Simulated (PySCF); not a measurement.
Two species compared at the same levels of theory.

First species: H3SiCH2F, CH5FSi.
Atom-mapped SMILES: `[F:1][CH2:2][SiH3:3]` (hydrogens: H4, H5 on C2; H6, H7, H8 on Si3)

Cartesian coordinates in Å at the GFN2-xTB level; atoms count from 1:
```
atom  x, y, z in Å
F1     1.6227    0.1566   -0.9982
C2     0.9392   -0.0664    0.1819
Si3   -0.9508    0.0544   -0.1145
H4     1.2505   -1.0540    0.5329
H5     1.3053    0.6798    0.8923
H6    -1.2528    1.3947   -0.6106
H7    -1.3252   -0.9642   -1.0922
H8    -1.5799   -0.1914    1.1837
```

Second species: C₅H₁₃NOSi₂.
Z-matrix (Å and degrees, GFN2-xTB geometry), rows numbered from 1:
```
C 
C   1  1.5082
O   2  1.2165  1  124.15
N   2  1.3434  1  117.48  3  -179.79
Si  4  1.7598  2  112.12  1  -179.50
C   5  1.9173  4  106.77  2  -171.95
Si  6  1.9172  5   91.52  4   108.93
C   7  1.8992  6  113.66  5  -110.54
C   5  1.9091  4  113.07  2   -76.37
H   1  1.0882  2  109.96  3  -123.37
H   1  1.0860  2  109.72  3    -2.85
H   1  1.0886  2  109.72  3   117.27
H   4  1.0061  2  120.40  1    -0.70
H   5  1.4579  4  108.49  2    61.88
H   6  1.0860  5  117.19  4   -11.71
H   6  1.0846  5  112.04  4  -135.36
H   7  1.4697  6  114.84  5   120.98
H   8  1.0854  7  111.15  6   -70.02
H   8  1.0859  7  111.16  6    50.16
H   8  1.0853  7  111.14  6   170.25
H   9  1.0861  5  115.62  4    17.55
H   9  1.0851  5  113.03  4   140.60
```

Levels: PBE0/pcSseg-1 for dipole moment, HOMO energy, LUMO energy and HOMO–LUMO gap; GFN2-xTB for rotational constant A and rotational constant C. Geometries: GFN2-xTB. Each structure is a single optimised conformer of the isolated species, non-relativistic unless stated. Electronic properties by PySCF.

Dipoles, sizes and rotational constants follow the conformer. The torsions of the flexible species, by atom-mapped SMILES:
- `[CH3:1][C:2](=[O:3])[NH:4][Si@H:5]1[CH2:6][Si@@H:7]([CH3:8])[CH2:9]1`: C1–C2–N4–Si5 180°, C2–N4–Si5–C6 -172°

| property | column X | column Y |
| --- | --- | --- |
| dipole moment | 3.55 D | 1.75 D |
| HOMO energy | -7.45 eV | -8.56 eV |
| LUMO energy | 0.34 eV | 0.62 eV |
| HOMO–LUMO gap | 7.79 eV | 9.18 eV |
| rotational constant A | 2.272 GHz | 27.733 GHz |
| rotational constant C | 0.598 GHz | 4.571 GHz |

**Question.** Which column belongs to which species?

**Answer.** Column X is the second species and column Y the first. The first has 8 atoms and 34 electrons, the second 22 and 86.

**Question.** How does each property change from the first species to the second?

**Answer.** dipole moment +1.80 D; HOMO energy +1.11 eV; LUMO energy -0.28 eV; HOMO–LUMO gap -1.39 eV; rotational constant A -25.461 GHz; rotational constant C -3.973 GHz.

On the first: A dipole of 1.75 D is allowed in Cs, and pure rotational transitions are dipole-allowed. The dipole equals about 5.8 × 10⁻³⁰ C·m (1 D = 3.33564 × 10⁻³⁰ C·m).

On the second: In atomic units the dipole is 1.40 e·bohr (1 au = 2.5417 D).
